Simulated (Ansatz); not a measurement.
`BCBF` + `C=CN[SiH3]` → `BN([SiH3])C=C` + `CBF` at 298.15 K and 1 bar (ligand exchange at a B–C bond).

Program: Ansatz. Geometries: PBE0-D4/def2-TZVP. ΔE: electronic, gas phase. CCSD(T)/CBS adds triple-zeta CCSD(T) − MP2 to the extrapolated MP2 energy (def2 sets, frozen cores). This one scheme is used for every species. One conformer a species, not always the lowest.

```csv
species,CCSD(T)/CBS energy (Eh),H − E (kJ/mol),S (J/(mol·K))
`BCBF`,-190.47993,181.5,304.9
`C=CN[SiH3]`,-424.08767,239.5,321.9
`BN([SiH3])C=C`,-449.51164,274.7,332.8
`CBF`,-165.10297,148.1,274.8
```

H − E and S are ideal-gas, rigid-rotor, harmonic terms from PBE0-D4/def2-TZVP, for one conformer and one mirror image of each species. 1 Eh = 2625.50 kJ/mol, R = 8.31446 J/(mol·K).

Question: By hand: ΔE, ΔH, ΔS and ΔG.

Answer: ΔE = (-449.51164) + (-165.10297) − (-190.47993) − (-424.08767) = -0.04701 Eh = -123.4 kJ/mol. Δ(H − E) = 274.7 + 148.1 − 181.5 − 239.5 = 1.8, so ΔH = -121.6 kJ/mol. ΔS = 332.8 + 274.8 − 304.9 − 321.9 = -19.2 J/(mol·K). ΔG = -121.6 − 298.15 × (-19.2)/1000 = -115.9 kJ/mol.

Question: By hand: the equilibrium constant, and the temperature at which ΔG would vanish if ΔH and ΔS stayed fixed.

Answer: log₁₀ K = −ΔG/(RT ln 10) = 20.3. ΔG = 0 at ΔH/ΔS = 6333 K, far beyond where these terms or the molecules hold.

ΔH outweighs TΔS. A doubt of 5 kJ/mol in ΔE shifts log₁₀ K by 0.9 here. Other conformers and mirror images would add mixing entropy, several J/(mol·K) or more a flexible species. These are equilibria of isolated gas molecules and say nothing of rates. Largest T1 diagnostic: 0.013 (customary marks: 0.02 for closed shells, 0.045 for open ones).
